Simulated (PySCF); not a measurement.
**Radial density of Gd (gadolinium, neutral)**

r2SCAN, [Xe] 4f7 5d2 6s1, high-spin 11F determinant (an excited configuration). Computed with PySCF 2.14 in x2c-TZVPPall, with the spin-free X2C one-electron Hamiltonian (Gaussian nucleus).

```json
{"r (bohr)": "0.0259", "4πr²ρ (e/bohr)": "75.46", "4πr²(ρα − ρβ)": "0.0039"}
{"r (bohr)": "0.0436", "4πr²ρ (e/bohr)": "90.76", "4πr²(ρα − ρβ)": "0.0117"}
{"r (bohr)": "0.0734", "4πr²ρ (e/bohr)": "112.1", "4πr²(ρα − ρβ)": "0.0205"}
{"r (bohr)": "0.123", "4πr²ρ (e/bohr)": "84.50", "4πr²(ρα − ρβ)": "0.1455"}
{"r (bohr)": "0.208", "4πr²ρ (e/bohr)": "97.62", "4πr²(ρα − ρβ)": "1.2133"}
{"r (bohr)": "0.349", "4πr²ρ (e/bohr)": "42.25", "4πr²(ρα − ρβ)": "5.3072"}
{"r (bohr)": "0.587", "4πr²ρ (e/bohr)": "47.07", "4πr²(ρα − ρβ)": "8.5589"}
{"r (bohr)": "0.988", "4πr²ρ (e/bohr)": "15.65", "4πr²(ρα − ρβ)": "4.9236"}
{"r (bohr)": "1.66", "4πr²ρ (e/bohr)": "7.122", "4πr²(ρα − ρβ)": "1.6121"}
{"r (bohr)": "2.80", "4πr²ρ (e/bohr)": "1.414", "4πr²(ρα − ρβ)": "0.8704"}
{"r (bohr)": "4.70", "4πr²ρ (e/bohr)": "0.4074", "4πr²(ρα − ρβ)": "0.4041"}
{"r (bohr)": "7.91", "4πr²ρ (e/bohr)": "0.02877", "4πr²(ρα − ρβ)": "0.0288"}
{"r (bohr)": "13.3", "4πr²ρ (e/bohr)": "0.0001228", "4πr²(ρα − ρβ)": "0.0001"}
```

Densities and radii are taken from the X2C orbitals without a picture-change correction, which distorts them close to the nucleus.

Spin-orbit coupling, absent here, splits the open shell strongly.
